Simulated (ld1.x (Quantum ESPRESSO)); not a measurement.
**Pseudopotential generation for chlorine (Cl): RRKJ, PBEsol, fully relativistic.**

ld1.x (Quantum ESPRESSO) 7.5 input, shortened:

```
&input
   title='Cl', zed=17., rel=2, dft='PBESOL', iswitch=3,
   config='[Ne] 3s2 3p5', rel_dist='average'
 /
 &inputp
   pseudotype=2, tm=.false., lloc=0,
   nlcc=.true., new_core_ps=.true.
 /
2
3P  2  1   5.00   0.00  1.15  1.15  0.0
3S  1  0   2.00   0.00  0.90  0.90  0.0
 &test
   configts(1)='3s2 3p5'
 /
```

Open shells are filled in proportion to 2j + 1 (rel_dist='average').

* Cutoffs needed: 110 Ry and 300 Ry (the cutoffs (Ry, on a coarse ladder) from which the occupation-weighted sum of valence levels, in a spherical-Bessel basis at the reference potential, stays within 10 and 1 mRy of its value at 400 Ry)
* Ghost test: no extra level below or beside the all-electron valence levels (p1/2, p3/2, s, d, f tested) (spherical-Bessel basis up to 400 Ry, 20 bohr box)
* Largest excitation error: +317 meV (all-electron minus pseudo) for 3s2 3p1, out of 7 test configurations
